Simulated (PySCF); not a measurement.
**Br+ (bromine, charge +1) across methods**

[Ar] 3d10 4s2 4p4, high-spin 3P determinant. Computed with PySCF 2.14 in aug-cc-pVQZ-PP with one added diffuse shell each of s, p, d, f, g type with ECP10MDF (8s7p6d4f3g, 114 functions), with scalar relativity through the core potential.

```json
{"method": "r2SCAN", "E (hartree)": "-416.2536", "mean ε 4s β (eV)": "-29.400", "mean ε 4p α (eV)": "-18.722", "mean ε 4p β (eV)": "-16.856", "Σ⟨r²⟩ (bohr²)": "30.86", "⟨S²⟩": "2.005"}
{"method": "B97-3", "E (hartree)": "-416.4237", "mean ε 4s β (eV)": "-30.843", "mean ε 4p α (eV)": "-19.716", "mean ε 4p β (eV)": "-17.904", "Σ⟨r²⟩ (bohr²)": "30.97", "⟨S²⟩": "2.003"}
{"method": "LDA", "E (hartree)": "-415.7798", "mean ε 4s β (eV)": "-29.600", "mean ε 4p α (eV)": "-18.235", "mean ε 4p β (eV)": "-16.556", "Σ⟨r²⟩ (bohr²)": "31.07", "⟨S²⟩": "2.001"}
{"method": "PBE", "E (hartree)": "-416.3750", "mean ε 4s β (eV)": "-29.146", "mean ε 4p α (eV)": "-18.178", "mean ε 4p β (eV)": "-16.455", "Σ⟨r²⟩ (bohr²)": "31.09", "⟨S²⟩": "2.003"}
{"method": "PBE0", "E (hartree)": "-416.3505", "mean ε 4s β (eV)": "-30.804", "mean ε 4p α (eV)": "-19.734", "mean ε 4p β (eV)": "-17.867", "Σ⟨r²⟩ (bohr²)": "30.99", "⟨S²⟩": "2.003"}
{"method": "UHF", "E (hartree)": "-415.09969", "mean ε 4s β (eV)": "-34.487", "mean ε 4p α (eV)": "-23.535", "mean ε 4p β (eV)": "-21.086", "Σ⟨r²⟩ (bohr²)": "31.15", "⟨S²⟩": "2.009"}
{"method": "BHandHLYP", "E (hartree)": "-416.2444", "mean ε 4s β (eV)": "-32.506", "mean ε 4p α (eV)": "-21.015", "mean ε 4p β (eV)": "-19.157", "Σ⟨r²⟩ (bohr²)": "31.04", "⟨S²⟩": "2.004"}
{"method": "r2SCAN0", "E (hartree)": "-416.2567", "mean ε 4s β (eV)": "-30.963", "mean ε 4p α (eV)": "-20.100", "mean ε 4p β (eV)": "-18.142", "Σ⟨r²⟩ (bohr²)": "30.87", "⟨S²⟩": "2.005"}
```

Energies and moments cover only the electrons outside the core potential.
